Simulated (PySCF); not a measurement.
**Working with the constants of NaCa**

ROHF-CCSD(T) constants of NaCa, ²Σ⁺ (doublet), unpaired electrons σ ↑ (Na def2-SVPD, Ca def2-SVPD; no relativity (PySCF 2.14); masses 22.9898 and 39.9626 u):

- ωe: 95.6 cm⁻¹
- ωexe: 1.34 cm⁻¹
- Be: 0.079123 cm⁻¹
- αe: 0.00109 cm⁻¹
- D (centrifugal): 2.17e-07 cm⁻¹
- De to Na + Ca: 0.194 eV

(1) Give the vibrational terms G(v) and spacings up to v = 6.

(2) How well does the Morse estimate ωe²/(4ωexe) reproduce De, and what is D0?

Correlated steps freeze 6 core orbitals. The bond is weak. Basis-set superposition, not corrected here, can be much of De in a small basis, most of all at correlated wavefunction levels. The state was picked by a PBE0 search and need not be the measured ground state.

Answers

(1) G(v) = ωe(v+½) − ωexe(v+½)².

```csv
v,G(v) (cm⁻¹),G(v) − G(v−1),Bv (cm⁻¹)
0,47,,0.07858
1,140,93,0.07749
2,231,90,0.07640
3,318,88,0.07531
4,403,85,0.07422
5,485,82,0.07313
6,565,80,0.07204
```

(2) It gives 0.211 eV, 109 % of the computed De. D0 = De − G(0) = 0.194 − 0.006 = 0.188 eV.
